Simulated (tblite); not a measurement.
C₃H₉Cl₃OSi₂.
Numbering: `[CH3:1][O:2][Si@@H:3]([Cl:4])[SiH2:5][C@H:6]([Cl:7])[CH2:8][Cl:9]` (hydrogens: H10, H11, H12 on C1; H13 on Si3; H14, H15 on Si5; H16 on C6; H17, H18 on C8)

Structure optimised with GFN2-xTB, isolated species.

(1) Give the optimised bond lengths and angles.

Results:

(1) 
| bond | length (Å) | order |
| --- | --- | --- |
| C1–O2 | 1.401 | single |
| O2–Si3 | 1.620 | single |
| Si3–Cl4 | 2.034 | single |
| Si3–Si5 | 2.299 | single |
| Si5–C6 | 1.925 | single |
| C6–Cl7 | 1.793 | single |
| C6–C8 | 1.509 | single |
| C8–Cl9 | 1.772 | single |
| C1–H10, C1–H11, C1–H12 | 1.091 | single |
| Si3–H13 | 1.468 | single |
| Si5–H14 | 1.469 | single |
| Si5–H15 | 1.470 | single |
| C6–H16 | 1.091 | single |
| C8–H17 | 1.090 | single |
| C8–H18 | 1.092 | single |

Bonds in one row agree within 0.01 Å and their mean is given. Orders are formal, as drawn. A selection of angles:
| angle | degrees |
| --- | --- |
| O2–C1–H10 | 110.7 |
| O2–C1–H11 | 107.9 |
| O2–C1–H12 | 110.4 |
| H10–C1–H11 | 109.5 |
| C1–O2–Si3 | 130.2 |
| O2–Si3–Cl4 | 109.4 |
| O2–Si3–Si5 | 97.4 |
| O2–Si3–H13 | 111.0 |
| Cl4–Si3–Si5 | 114.7 |
| Cl4–Si3–H13 | 102.9 |
| Si5–Si3–H13 | 121.2 |
| Si3–Si5–C6 | 107.8 |
| Si3–Si5–H14 | 112.7 |
| Si3–Si5–H15 | 116.8 |
| C6–Si5–H14 | 104.0 |
| C6–Si5–H15 | 107.1 |
| H14–Si5–H15 | 107.5 |
| Si5–C6–Cl7 | 106.2 |
| Si5–C6–C8 | 114.5 |
| Si5–C6–H16 | 112.8 |
| Cl7–C6–C8 | 107.1 |
| Cl7–C6–H16 | 105.8 |
| C8–C6–H16 | 109.8 |
| C6–C8–Cl9 | 108.9 |
| C6–C8–H17 | 111.0 |
| C6–C8–H18 | 112.5 |
| Cl9–C8–H17 | 107.2 |
| Cl9–C8–H18 | 107.3 |
| H17–C8–H18 | 109.7 |

Torsions: C1–O2–Si3–Cl4 51° (synclinal); O2–Si3–Si5–C6 -174° (antiperiplanar); Si3–Si5–C6–Cl7 -51° (synclinal); Si5–C6–C8–Cl9 -63° (synclinal).

Of the pairs four or more bonds apart, Cl9···H15 is among the closest relative to their van der Waals radii: 3.00 Å, 102 % of the sum of Bondi's values. Si3 (chlorine-bound silicon) is distorted tetrahedral (angles from 97.4° to 121.2°). O2 (silyl ether oxygen) is bent (angle 130.2°). Si5 (SiH2 silicon) is distorted tetrahedral (angles from 104.0° to 116.8°). The C–Cl distances run from 1.772 Å (C8–Cl9, drawn single) to 1.793 Å (C6–Cl7, drawn single), a spread of 0.021 Å.

Point group: C1 (no symmetry element, even within 0.4 Å). Its lowest GFN2-xTB frequency is 15 cm⁻¹, too small to tell a flat minimum from a shallow saddle. One conformer, not necessarily the lowest. 3 starts were optimised and ended at 0.00, 2.43 and 3.46 kcal/mol (GFN2-xTB); the lowest of these is shown.

All values are computed, not measured.
